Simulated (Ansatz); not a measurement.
Start from `CC(C)[NH][Ga]([Cl])[Cl]` and change one element to get `CC(C)[NH][In]([Cl])[Cl]`.

Ansatz, PBE0-D4/def2-TZVP geometries, multiplicity 1. Each molecule was computed in one conformer, which needn't be the lowest.

Elements past krypton have def2 core potentials. Outer-core shells of Ga, In are correlated without core-valence functions. Scalar relativity is left out up to krypton. Spin–orbit coupling is left out.

```
                                            property  `CC(C)[NH][Ga]([Cl])[Cl]`
vertical ionisation energy (CCSD(T)/def2-TZVPP) / eV                       9.22
      zero-point energy (PBE0-D4/def2-TZVP) / kJ/mol                      297.0
                HOMO–LUMO gap (PBE0/def2-TZVPP) / eV                       6.37
             HOMO–LUMO gap (ωB97M-V/def2-TZVPP) / eV                      10.57
               HOMO energy (ωB97M-V/def2-TZVPP) / eV                      -9.61
               HOMO–LUMO gap (B3LYP/def2-TZVPP) / eV                       5.83
```

(1) Give the same properties after the change, and the shifts. (Best estimate.)

Results:

(1) The calculation gave: 
```json
{"property": "vertical ionisation energy (CCSD(T)/def2-TZVPP) / eV", "`CC(C)[NH][In]([Cl])[Cl]`": "9.11", "shift": "-0.11"}
{"property": "zero-point energy (PBE0-D4/def2-TZVP) / kJ/mol", "`CC(C)[NH][In]([Cl])[Cl]`": "294.6", "shift": "-2.4"}
{"property": "HOMO–LUMO gap (PBE0/def2-TZVPP) / eV", "`CC(C)[NH][In]([Cl])[Cl]`": "5.37", "shift": "-1.00"}
{"property": "HOMO–LUMO gap (ωB97M-V/def2-TZVPP) / eV", "`CC(C)[NH][In]([Cl])[Cl]`": "9.55", "shift": "-1.02"}
{"property": "HOMO energy (ωB97M-V/def2-TZVPP) / eV", "`CC(C)[NH][In]([Cl])[Cl]`": "-9.57", "shift": "0.04"}
{"property": "HOMO–LUMO gap (B3LYP/def2-TZVPP) / eV", "`CC(C)[NH][In]([Cl])[Cl]`": "4.85", "shift": "-0.98"}
```

B3LYP here is the variant with VWN-RPA as its local correlation; programs differ in this.
